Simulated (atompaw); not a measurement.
## Reading a pseudo-wave (cobalt)

Columns: radius, all-electron u(r) and pseudo u(r) of the 3p shell (level -67.50 eV) of cobalt in the configuration [Ne] 3s2 3p6 3d7 4s1 4p1; PBE, scalar-relativistic, PAW (atompaw) scheme, atompaw 4.2.0.5.

```
r (bohr)  all-electron  pseudo
   0.067       -0.4040  0.0340
   0.135       -0.6256  0.1338
   0.202       -0.4541  0.2840
   0.269       -0.0895  0.4675
   0.337        0.3120  0.6658
   0.404        0.6525  0.8512
   0.471        0.9075  1.0083
   0.538        1.0744  1.1239
   0.606        1.1653  1.1923
   0.673        1.1936  1.2119
   0.740        1.1776  1.1909
   0.808        1.1300  1.1381
   0.875        1.0637  1.0671
   0.942        0.9865  0.9870
   1.010        0.9032  0.9032
   1.077        0.8204  0.8204
   1.144        0.7398  0.7398
   1.212        0.6621  0.6621
   1.279        0.5907  0.5907
   1.346        0.5248  0.5248
   1.413        0.4648  0.4648
   1.481        0.4097  0.4097
   1.548        0.3610  0.3610
   1.615        0.3173  0.3173
   1.683        0.2779  0.2779
   1.750        0.2436  0.2436
```

How many radial nodes do the two functions have?

The all-electron 3p function has n − l − 1 = 1; the pseudo-wave has 0, since the states of the same l below it are removed with the core.

At about which radius was the pseudo-wave matched?

1.00 bohr, where the columns begin to agree (steps of 0.07 bohr).

Is the pseudo-wave norm-conserving?

No, it belongs to a PAW set: the norm inside the radius is not constrained, and the difference is carried by the augmentation charge.
